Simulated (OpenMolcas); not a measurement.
## B3N3H6 (borazine): methods side by side

B3N3H6: 12 atoms, total charge 0, spin state singlet. As SMILES, `B1NBNBN1`. Geometry: relaxed at PBE0-D4/def2-TZVP. This is one conformer, not always the lowest.

Quantity: the HOMO–LUMO gap, in eV. The values are calculated.

```tsv
level	kind	program	value (eV)	CPU time
HF/def2-SVP	Hartree–Fock	OpenMolcas	15.46	26 s
SVWN5/def2-SVP	LDA	OpenMolcas	6.29	68 s
PBE/def2-SVP	GGA	OpenMolcas	6.35	92 s
M06-L/def2-SVP	meta-GGA	OpenMolcas	7.05	2.1 min
TPSS/def2-SVP	meta-GGA	OpenMolcas	6.58	2.1 min
```

The values span 6.29 to 15.46 eV. Orbital gaps aren't excitation energies; they tend to grow with the share of exact exchange. CPU times are rough (shared hosts, several kinds of processor and program).
